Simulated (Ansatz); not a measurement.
**A rate constant, worked out**

An elementary step of GeH$_{3}$SF, closed shell (GeH₃SF ([F][GeH2][SH]) → GeH₂S ([S][GeH2]) + HF; Ge–F, S–H broken or loosened, F–H formed or tightened). The start structure is the reactant molecule, and the electronic barrier above it is 1.703 eV by CCSD(T) at an estimated basis limit (MP2 extrapolated from triple and quadruple zeta, plus CCSD(T) − MP2 in triple zeta). Program: Ansatz 0.2.0. Basis: def2-TZVPP and def2-QZVPP. Cores are frozen in the correlated methods. Filled d shells of the heavier atoms are correlated. The def2 sets are not built for correlating such inner shells, so the correlated values are less sure here. Extrapolation: Hartree–Fock as exp(−7.88 √X), correlation as X^−2.97. Harmonic wavenumbers at PBE0-D4/def2-TZVP (Ansatz 0.2.0), in cm⁻¹:

Start: 172, 202, 424, 476, 662, 692, 769, 807, 849, 2182, 2202, 2717.

Saddle: 438i, 298, 429, 532, 533, 678, 798, 847, 927, 1838, 2158, 2161.

Task: Work out the transition-state-theory rate constant at 300 K from these numbers alone (harmonic vibrations; rotation, path degeneracy and anharmonicity left out), and the Wigner tunnelling factor. Use 1 cm⁻¹ = 1.2398 × 10⁻⁴ eV and k_B = 8.617 × 10⁻⁵ eV/K.

Result: Zero-point energies, half the sums: start 12154/2 cm⁻¹ = 0.7535 eV; saddle, real modes only, 11199/2 cm⁻¹ = 0.6942 eV.
Barrier with zero-point energy: 1.703 + 0.6942 − 0.7535 = 1.6437 eV.
k_BT = 0.02585 eV, so the barrier is 63.58 k_BT.
Vibrational partition functions from the zero-point level, ln q = −Σ ln(1 − exp(−hν/k_BT)): start 1.445, saddle 0.663.
k = (k_BT/h) exp(ln q‡ − ln q) exp(−E0/k_BT), with log₁₀(k_BT/h in s⁻¹) = 12.80: log₁₀ k = 12.80 + (-0.782 − 63.58)/2.3026 = -15.15, so k ≈ 7 × 10^(-16) s⁻¹.
Wigner factor: 1 + (hν‡/k_BT)²/24 = 1 + (2.10)²/24 = 1.18. A change of 1 kcal/mol (0.043 eV) in the barrier would change k by a factor of 5.4 at this temperature.

T1 diagnostic: at most 0.016.

Labels in which every atom is bracketed show which atoms are joined, not bond orders.

For scale, one of the runs: CCSD(T)/def2-TZVPP, 163 basis functions, launched by `ansatz run in.yaml --threads 2 --pin off --events-out ev --progress --plain --max-ram 4352MiB`. Time: 43 s of wall clock on 2 CPU threads of an Arm Neoverse V2; the host was shared. Peak host memory: 1.2 GiB.
